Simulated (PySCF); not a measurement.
C4H9OPSi.
Atom-mapped SMILES: `[O:1]=[CH:2][C@H:3]1[CH2:4][Si@H:5]([PH2:6])[CH2:7]1` (hydrogens: H8 on C2; H9 on C3; H10, H11 on C4; H12 on Si5; H13, H14 on P6; H15, H16 on C7)

Cartesian coordinates in Å at the GFN2-xTB level; atoms count from 1:
```xyz
16
C4H9OPSi angstrom
O     -1.928   -1.312   -1.010
C     -2.170   -0.388   -0.282
C     -1.252    0.128    0.775
C     -0.203   -0.918    1.179
Si     1.029   -0.181   -0.082
P      2.982    0.470    0.812
C     -0.344    1.154    0.052
H     -3.101    0.202   -0.403
H     -1.824    0.555    1.601
H      0.095   -0.804    2.219
H     -0.547   -1.937    1.029
H      1.076   -0.856   -1.383
H      3.435    1.070   -0.349
H      3.624   -0.720    0.522
H     -0.100    1.991    0.704
H     -0.780    1.556   -0.859
```

The closed-shell SCF was solved with PySCF and density fitting under several settings on one GFN2-xTB geometry (grid level 2 and gas phase unless stated).

```json
{"settings": "X3LYP/6-31G", "basis functions": "89", "SCF cycles": "13", "E (Eh)": "-863.5413", "HOMO (eV)": "-6.95", "LUMO (eV)": "-0.71", "dipole (D)": "1.55"}
{"settings": "B97-D/6-31G*, start guess atom, damping 0.3 at the start, DIIS from the seventh cycle", "basis functions": "124", "SCF cycles": "24", "E (Eh)": "-863.6443", "HOMO (eV)": "-5.56", "LUMO (eV)": "-1.46", "dipole (D)": "1.58"}
```

Q: Estimate the row for these settings: PBE0/MINI, energy threshold 1e-06 Eh.

A: 
| settings | basis functions | SCF cycles | E (Eh) | HOMO (eV) | LUMO (eV) | dipole (D) |
| --- | --- | --- | --- | --- | --- | --- |
| PBE0/MINI, energy threshold 1e-06 Eh | 52 | 7 | -858.1502 | -8.61 | -2.04 | 1.23 |

Q: Over all rows, what range does the HOMO–LUMO gap span?

A: From 4.10 eV (B97-D/6-31G*, start guess atom, damping 0.3 at the start, DIIS from the seventh cycle) to 6.57 eV (PBE0/MINI, energy threshold 1e-06 Eh). The functional of the narrowest has no exact exchange, that of the widest 25 % exact exchange.

Q: And the dipole moment?

A: From 1.23 D (PBE0/MINI, energy threshold 1e-06 Eh) to 1.58 D (B97-D/6-31G*, start guess atom, damping 0.3 at the start, DIIS from the seventh cycle); the largest is 1.28 times the smallest, and the median is 1.55 D.

Whole jobs, the steps after the SCF included, on one thread of an Arm Neoverse N1, no GPU (shared host):

```tsv
settings	work after the SCF	wall time	peak memory
X3LYP/6-31G	shieldings, ring-centre shieldings	16 s	0.57 GiB
B97-D/6-31G*, start guess atom, damping 0.3 at the start, DIIS from the seventh cycle	spin–spin couplings from 15 perturbed nuclei, spin–dipole term for 2 of them	68 s	0.50 GiB
PBE0/MINI, energy threshold 1e-06 Eh	shieldings, ring-centre shieldings	8.9 s	0.42 GiB
```

B97-D ran without the empirical dispersion term, which would shift the total energy alone. Cycle counts include a coarse-grid stage where the run had one. All basis functions are spherical, in the Pople sets too.

One conformer stands for the species.
